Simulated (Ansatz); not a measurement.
XGe12: PBE0-D4/def2-SVP single points in Ansatz on relaxed structures, gas phase. Each cluster is the lowest isomer that a short search found in that spin, judged at the geometry's level, and lower ones may exist. Core potentials for Mo, Ta, no spin–orbit coupling. HOMO and LUMO are taken over both spins. Binding counts from free atoms in the multiplicity of their measured ground term, without zero-point energy. The structures are stationary points that may keep the symmetry of their start. Remarks come from the PBE and PBE0 runs and from stability tests at other levels; not every state was tested.

```json
{"species": "Ge12Mo", "atoms": "13", "state": "singlet", "geometry": "PBE-D4/def2-SVP", "HOMO (eV)": "-6.12", "LUMO (eV)": "-3.83", "gap (eV)": "2.29", "binding per atom (eV)": "3.45", "point group (within 0.1 Å)": "Cs", "remarks": "restricted SCF unstable in HF"}
{"species": "TaGe12", "atoms": "13", "state": "doublet", "geometry": "PBE-D4/def2-SVP", "HOMO (eV)": "-5.50", "LUMO (eV)": "-4.01", "gap (eV)": "1.50", "binding per atom (eV)": "3.32", "point group (within 0.1 Å)": "–", "remarks": "–"}
```

Problem. Estimate the rows for Ge12N (doublet, PBE-D4/def2-SVP geometry).

Solution. 
| species | atoms | state | geometry | HOMO (eV) | LUMO (eV) | gap (eV) | binding per atom (eV) | point group (within 0.1 Å) |
| --- | --- | --- | --- | --- | --- | --- | --- | --- |
| Ge12N | 13 | doublet | PBE-D4/def2-SVP | -5.07 | -3.59 | 1.47 | 3.27 | Cs |

The gap (eV) runs from 1.47 (Ge12N) to 2.29 (Ge12Mo).
